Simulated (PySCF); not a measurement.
C3H4N2.

```xyz
9

C      0.2372    -1.1476     0.0000
C     -1.0133    -0.5647     0.0000
N     -0.7716     0.7906     0.0000
C      0.5840     0.9626     0.0000
N      1.2181    -0.1892     0.0000
H      0.4770    -2.2113     0.0000
H     -2.0213    -0.9740     0.0000
H     -1.4735     1.5220     0.0000
H      1.0449     1.9515     0.0000
```

Geometry optimised at r2SCAN-D4/def2-SVP.

Computed with PySCF with PBE/pcSseg-1. Non-relativistic, no solvent.

Give the absolute GIAO shielding of each atom: isotropic value and principal components (ppm). (The exact figures need the calculation; the answer reports its results.)


```json
[
 {"atom": "C1", "σ(iso)": "46.8", "σ11": "-29.5", "σ22": "46.9", "σ33": "123.0", "span": "152.5"},
 {"atom": "C2", "σ(iso)": "64.1", "σ11": "-15.7", "σ22": "65.5", "σ33": "142.5", "span": "158.2"},
 {"atom": "N3", "σ(iso)": "81.0", "σ11": "-25.7", "σ22": "101.0", "σ33": "167.6", "span": "193.3"},
 {"atom": "C4", "σ(iso)": "47.1", "σ11": "-20.7", "σ22": "54.8", "σ33": "107.1", "span": "127.8"},
 {"atom": "N5", "σ(iso)": "-38.3", "σ11": "-255.5", "σ22": "-108.5", "σ33": "249.1", "span": "504.6"},
 {"atom": "H6", "σ(iso)": "24.0", "σ11": "21.5", "σ22": "24.4", "σ33": "26.1", "span": "4.6"},
 {"atom": "H7", "σ(iso)": "24.3", "σ11": "22.3", "σ22": "25.1", "σ33": "25.5", "span": "3.2"},
 {"atom": "H8", "σ(iso)": "23.1", "σ11": "18.6", "σ22": "23.1", "σ33": "27.6", "span": "9.0"},
 {"atom": "H9", "σ(iso)": "23.9", "σ11": "20.4", "σ22": "24.5", "σ33": "26.9", "span": "6.5"}
]
```
